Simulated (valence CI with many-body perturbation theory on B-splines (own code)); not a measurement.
## Tl67+ in brief

Computed by valence CI with perturbative core correlation (CI+MBPT): four valence electrons over a frozen Dirac-Fock core [Ne], radial functions for each j: 11 s, 11 p, 10 d, 8 f, 5 g, 2 h, with the one-electron correlation potential Σ1 (screened to all orders), the two-electron term Σ2, the three-electron term Σ3, Breit, model QED; selected single and double excitations, second order for the rest, scaled by the run's own slope (own B-spline code, finite nucleus).

No measured spectrum was set against this ion. As an estimate, large intervals hold to a few tenths of a per cent, small ones and those within an open d or f shell to about a per cent. Among the levels kept, up to 580 cm⁻¹ of a level comes from second order outside the variational space, and about a tenth of that is noise between levels of different J, which matters for small intervals.

Levels are named by their leading jj configuration (3d3/2^4 stands for four electrons in 3d with j = 3/2), which in mixed levels can hold well under half, so a name can repeat and another be missing.

Rates and lifetimes use the calculated energies. Strong lines usually hold to 10 to 20 %, long lifetimes can be off by a factor of two.

(1) What is the ground level?

(2) Name the longest-lived excited levels whose lifetime is computed, and their main decay.

(3) Where does the other parity begin?

(4) What is the ionisation energy?

(5) How well does LS coupling describe the low levels?

Answers

(1) (3s^2 3p1/2^2) J=0, composition 68 % 3s²3p² ³P + 32 % 3s²3p² ¹S.

(2) (3s^2 3p1/2 3p3/2) J=2 at 553.0 eV lives 38.5 ns, mostly by E2 to (3s^2 3p1/2^2) J=0; (3s^2 3p1/2 3p3/2) J=1 at 542.8 eV lives 1.01 ns, mostly by M1 to (3s^2 3p1/2^2) J=0.

(3) At (3s 3p1/2^2 3p3/2) J=2, 739.0 eV.

(4) 8261.3 eV; NIST lists 8260 ± 40 eV (theoretical).

(5) Among the lowest 20 levels the leading LS term, summed over configurations, holds 58 % on average. For single configurations the figures are 55 % in LS and 93 % in jj coupling. Terms mix most in the J = 2 level at 1147.1 eV, where the leading one holds 26 %.
